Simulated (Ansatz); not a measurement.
Cu5H6, 11 atoms. Hardware: 4 threads of AMD EPYC 7B13 on a shared host.

Correlated methods freeze 45 core orbitals.

Task: How many basis functions does each of these Ansatz runs have, and roughly what does it cost? r2SCAN-D4/def2-SVP, charge 0 doublet, relaxation, 16 steps; BLYP-D4/def2-TZVP, charge 0 doublet, energy, from earlier orbitals; PBE0-D4/def2-TZVP, charge 0 doublet, energy, from earlier orbitals; PBE-D4/def2-SVP, charge 0 doublet, energy with a search over starts; r2SCAN-D4/def2-TZVP, charge 0 doublet, energy, from earlier orbitals; HF/STO-3G, charge 0 doublet, energy; MP2/def2-TZVP, charge 0 doublet, energy, from earlier orbitals; PBE0-D4/def2-SVP, charge 0 doublet, energy, from earlier orbitals; PBE-D4/def2-SVP, charge 0 doublet, energy, from earlier orbitals; RPA@PBE/def2-TZVP, charge 0 doublet, energy, from earlier orbitals; PBE-D4/def2-TZVP, charge 0 doublet, energy and forces, from earlier orbitals.

Result: Other jobs shared the machine, so times can vary by a factor of up to 3. A dash marks memory too small to be measured apart from the calling script's.

| run | functions | fitting or Cholesky vectors | wall time | peak host memory (GiB) |
| --- | --- | --- | --- | --- |
| PBE-D4/def2-SVP, charge 0 doublet, energy, from earlier orbitals | 185 | 2268 | 6 s | – |
| BLYP-D4/def2-TZVP, charge 0 doublet, energy, from earlier orbitals | 261 | 2529 | 9 s | 0.71 |
| PBE-D4/def2-TZVP, charge 0 doublet, energy and forces, from earlier orbitals | 261 | 2529 | 9.5 s | 0.71 |
| PBE0-D4/def2-SVP, charge 0 doublet, energy, from earlier orbitals | 185 | 2046 | 11 s | 1.1 |
| PBE-D4/def2-SVP, charge 0 doublet, energy with a search over starts | 185 | 2268 | 16 s | – |
| PBE0-D4/def2-TZVP, charge 0 doublet, energy, from earlier orbitals | 261 | 2653 | 18 s | 1.8 |
| r2SCAN-D4/def2-TZVP, charge 0 doublet, energy, from earlier orbitals | 261 | 2529 | 20 s | 0.84 |
| MP2/def2-TZVP, charge 0 doublet, energy, from earlier orbitals | 261 | 2653 | 23 s | 1.7 |
| HF/STO-3G, charge 0 doublet, energy | 96 | 865 | 26 s | 0.81 |
| RPA@PBE/def2-TZVP, charge 0 doublet, energy, from earlier orbitals | 261 | 2653 | 29 s | 1.2 |
| r2SCAN-D4/def2-SVP, charge 0 doublet, relaxation, 16 steps | 185 | 2268 | 2.5 min | – |
